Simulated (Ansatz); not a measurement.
`[CH3][In]([NH2])[Br]` + H₂ → `[CH3][InH][Br]` + NH₃ at 500 K and 1 bar (hydrogenolysis of the In–N bond).

Calculated with Ansatz (gas phase, PBE0-D4/def2-TZVP geometries, no zero-point term in ΔE). CCSD(T)/CBS adds triple-zeta CCSD(T) − MP2 to the extrapolated MP2 energy (def2 sets, frozen cores). This one scheme is used for every species. Elements past krypton have def2 core potentials. For Br, In outer-core shells are correlated without core-valence functions, which leaves a few kJ/mol of doubt a bond. Scalar relativity is left out up to krypton. Each species was taken in one conformer, which may not be the lowest.

| species | CCSD(T)/CBS energy (Eh) | H − E (kJ/mol) | S (J/(mol·K)) |
| --- | --- | --- | --- |
| `[CH3][In]([NH2])[Br]` | -2858.97077 | 208.4 | 445.9 |
| H₂ | -1.17544 | 41.0 | 145.5 |
| `[CH3][InH][Br]` | -2803.63750 | 147.6 | 394.2 |
| NH₃ | -56.50880 | 108.2 | 211.8 |

H − E and S are ideal-gas, rigid-rotor, harmonic terms from PBE0-D4/def2-TZVP, for one conformer and one mirror image of each species. The MP2-based limit puts H₂ 0.8 mEh under its directly extrapolated value; such offsets cancel only in part. 1 Eh = 2625.50 kJ/mol, R = 8.31446 J/(mol·K).

Q: By hand: ΔE, ΔH, ΔS and ΔG.

A: ΔE = (-2803.63750) + (-56.50880) − (-2858.97077) − (-1.17544) = -0.00009 Eh = -0.2 kJ/mol. Δ(H − E) = 147.6 + 108.2 − 208.4 − 41.0 = 6.4, so ΔH = 6.2 kJ/mol. ΔS = 394.2 + 211.8 − 445.9 − 145.5 = 14.6 J/(mol·K). ΔG = 6.2 − 500 × (14.6)/1000 = -1.1 kJ/mol.

Q: By hand: the equilibrium constant, and the temperature at which ΔG would vanish if ΔH and ΔS stayed fixed.

A: log₁₀ K = −ΔG/(RT ln 10) = 0.1. ΔG = 0 at ΔH/ΔS = 425 K, though so small a ΔH makes that figure unsure.

TΔS isn't small against ΔH here. The sign of ΔG lies within the doubt. A doubt of 5 kJ/mol in ΔE shifts log₁₀ K by 0.5 here. Other conformers and mirror images would add mixing entropy, several J/(mol·K) or more a flexible species. Modes under 60 cm⁻¹, often nearly free rotors, make the harmonic entropy too high. These are equilibria of isolated gas molecules and say nothing of rates. Largest T1 diagnostic: 0.012 (customary marks: 0.02 for closed shells, 0.045 for open ones).
